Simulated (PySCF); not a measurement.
# Pt⁺ (platinum, charge +1) across methods

[Xe] 4f14 5d9, 2D determinant. All numbers are calculated (PySCF 2.14, scalar relativity through the core potential, in aug-cc-pVTZ-PP with ECP60MDF (6s6p5d3f2g, 88 functions)).

```json
{"method": "LC-wPBE", "E (hartree)": "-119.0638", "mean ε 5p β (eV)": "-69.774", "mean ε 5d α (eV)": "-19.045", "mean ε 5d β (eV)": "-18.417", "Σ⟨r²⟩ (bohr²)": "39.66", "⟨S²⟩": "0.904"}
{"method": "B97-3", "E (hartree)": "-119.0740", "mean ε 5p β (eV)": "-67.893", "mean ε 5d α (eV)": "-16.282", "mean ε 5d β (eV)": "-15.648", "Σ⟨r²⟩ (bohr²)": "39.63", "⟨S²⟩": "0.831"}
{"method": "PBE0", "E (hartree)": "-119.0352", "mean ε 5p β (eV)": "-67.768", "mean ε 5d α (eV)": "-16.393", "mean ε 5d β (eV)": "-15.727", "Σ⟨r²⟩ (bohr²)": "39.82", "⟨S²⟩": "0.932"}
{"method": "LDA", "E (hartree)": "-118.8265", "mean ε 5p β (eV)": "-64.414", "mean ε 5d α (eV)": "-15.049", "mean ε 5d β (eV)": "-14.440", "Σ⟨r²⟩ (bohr²)": "40.37", "⟨S²⟩": "0.886"}
{"method": "PBE", "E (hartree)": "-119.0691", "mean ε 5p β (eV)": "-64.474", "mean ε 5d α (eV)": "-14.940", "mean ε 5d β (eV)": "-14.338", "Σ⟨r²⟩ (bohr²)": "40.28", "⟨S²⟩": "0.993"}
{"method": "BP86", "E (hartree)": "-119.1604", "mean ε 5p β (eV)": "-64.666", "mean ε 5d α (eV)": "-15.080", "mean ε 5d β (eV)": "-14.503", "Σ⟨r²⟩ (bohr²)": "40.26", "⟨S²⟩": "1.013"}
{"method": "wB97M-V", "E (hartree)": "-118.9624", "mean ε 5p β (eV)": "-70.299", "mean ε 5d α (eV)": "-18.652", "mean ε 5d β (eV)": "-18.003", "Σ⟨r²⟩ (bohr²)": "39.77", "⟨S²⟩": "0.785"}
{"method": "UHF", "E (hartree)": "-118.23776", "mean ε 5p β (eV)": "-76.971", "mean ε 5d α (eV)": "-20.137", "mean ε 5d β (eV)": "-19.220", "Σ⟨r²⟩ (bohr²)": "39.32", "⟨S²⟩": "0.921"}
```

Energies and moments cover only the electrons outside the core potential. Spin-orbit coupling, absent here, splits the open shell strongly. ⟨S²⟩ = 0.90 against 0.75 shows spin contamination.
